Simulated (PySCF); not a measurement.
# Reading the logs of faulty runs: Al3H4O

All numbers below are calculated, not measured. The program is PySCF 2.14.0, an open-source quantum chemistry code, run on an isolated molecule that a program drew, which may never have been made. The molecule is Al3H4O (charge 0, doublet), drawn as the SMILES string `[AlH][AlH][O][AlH2]`.

Each row is a Hartree-Fock (HF) and frozen-core CCSD(T) single point in the cc-pV(D+d)Z basis, meant for a local HF minimum. Run 1 is clean. Each other run has one planted mistake out of seven kinds, and not every kind appears here: one electron removed, one electron added, multiplicity raised by two, geometry at a saddle point, minimal basis STO-3G, one bond length entered in bohr, all coordinates scaled. The reference is restricted for singlets and unrestricted otherwise, and also for a bond in bohr. Adding or removing an electron swaps singlet and doublet. Electrons count all cores. HOMO and LUMO are orbital energies over both spins, the gradient is its largest component, and the lowest frequency (negative if imaginary) is given only where the gradient is small. Bond lengths are over the 7 bonds as drawn. T1 is the CCSD diagnostic: over 0.02 (restricted) or 0.045 (unrestricted) a single reference is doubtful.

Geometry of the clean run:
```xyz
8
Al3H4O, angstrom
Al    0.8294   -0.0060    1.8484
Al   -0.4728    0.4955   -0.3619
O    -0.2224    1.9668   -1.1540
Al   -0.0441    3.3890   -2.0318
H     0.2967    0.2670    3.3289
H    -1.3577   -0.5875   -1.1137
H    -1.1002    4.5448   -1.8433
H     1.1846    3.5380   -3.0091
```

```
run  electrons  basis functions  <S^2>  HOMO (eV)  LUMO (eV)  gradient (hartree/bohr)  lowest frequency (cm^-1)  mean bond (Å)  longest bond (Å)      T1  HF (hartree)  CCSD(T) (hartree)                          mistake
  1         51              103  0.781      -7.31       0.39                  9.9e-06                        56         1.7604             2.614  0.0198    -803.02195         -803.43011                         no fault
  2         51              103  0.794      -8.36      -1.31                  3.6e-02                         -         1.9752             3.193  0.0389    -802.82395         -803.25224  one bond length entered in bohr
  3         52              103  0.000      -0.45       4.58                  4.1e-02                         -         1.7604             2.614  0.0220    -803.01146         -803.45569               one electron added
  4         51              103  0.782      -7.26       0.42                  2.5e-02                         -         1.6918             2.512  0.0189    -803.01051         -803.41543                                ?
```

**Which mistake was planted in run 4, and what did it cost?**

The mean and the longest bond both change by the same factor, 0.961, and the gradient is no longer small. So the mistake is: all coordinates scaled. Subtracting run 1 and multiplying by 627.51 kcal/mol a hartree, the energy moved by 7.2 kcal/mol in HF and 9.2 kcal/mol in CCSD(T).

Cautions from the logs. Run 3: T1 is over the limit, so its CCSD(T) energy is less reliable.
